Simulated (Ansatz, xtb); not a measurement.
## Two conformers of F2H5NSi2

We compare X, `F[SiH](F)N[SiH3]`, a singlet, with Y, `F[SiH](F)N[SiH3]`, a singlet. Both are isolated molecules in the gas phase, relaxed with B3LYP-D3(BJ)/def2-SVP.

X (Å):

```xyz
10

F     0.2465   -2.2110   -1.3722
F    -2.0701   -1.3490   -1.9931
N     0.0942    0.1629   -2.7344
Si   -0.6009   -0.8430   -1.5416
Si    0.6642    1.8162   -2.5916
H    -0.6868   -0.1427   -0.2517
H     0.1902   -0.2573   -3.6592
H     0.4362    2.2301   -1.1810
H     2.1160    1.9180   -2.9174
H    -0.0799    2.7267   -3.5090
```

Y (Å):

```xyz
10

F    -1.0884    3.1392    0.0068
F    -2.1459    1.6628   -1.7814
N    -0.4586    0.4707    0.0146
Si   -1.6684    1.6488   -0.2361
Si    1.0838    0.3147   -0.8126
H    -2.8259    1.4162    0.6446
H    -0.6692   -0.2188    0.7333
H     1.1551    1.4337   -1.7884
H     1.1819   -0.9911   -1.5262
H     2.2193    0.4038    0.1499
```

Which of the two would you expect CCSD(T)/def2-SVP + ΔMP2/def2-TZVPP electronic energies to favour?

Too close to call at this level: CCSD(T)/def2-SVP + ΔMP2/def2-TZVPP gives E(Y) − E(X) = +0.013 eV.

How the difference moves with the method:

| level | geometry | E(Y) − E(X) (eV) | departure from the last row (eV) | job, with rough time for the two |
| --- | --- | --- | --- | --- |
| B3LYP-D3(BJ)/def2-SVP | B3LYP-D3(BJ)/def2-SVP | +0.009 | −0.004 | optimisation, 1.8 min |
| HF/def2-SVP | B3LYP-D3(BJ)/def2-SVP | +0.004 | −0.009 | part of the CCSD(T) run |
| MP2/def2-SVP | B3LYP-D3(BJ)/def2-SVP | +0.012 | −0.001 | part of the CCSD(T) run |
| CCSD(T)/def2-SVP | B3LYP-D3(BJ)/def2-SVP | +0.011 | −0.002 | single point |
| CCSD(T)/def2-SVP + ΔMP2/def2-TZVPP | B3LYP-D3(BJ)/def2-SVP | +0.013 |  | single point, 16 s |

The largest departure from CCSD(T)/def2-SVP + ΔMP2/def2-TZVPP is that of HF/def2-SVP, 0.009 eV. Levels run at GFN2-xTB geometries aren't shown. The last row adds to CCSD(T) the change of the MP2 difference between the two basis sets, here +0.002 eV.

With harmonic frequencies from B3LYP-D3(BJ)/def2-SVP (ideal gas, rigid rotor, one conformer each, 298.15 K, 1 atm): on the last row, ΔE + ΔZPE = +0.008 eV. A mode under 50 cm⁻¹ makes harmonic enthalpies and free energies unreliable, so none is given.

The correlated steps freeze 13 core orbitals. Codes used: Ansatz 0.2.0; the last row on 2 threads of Intel(R) Xeon(R) 6975P-C (Granite Rapids) on a shared host.
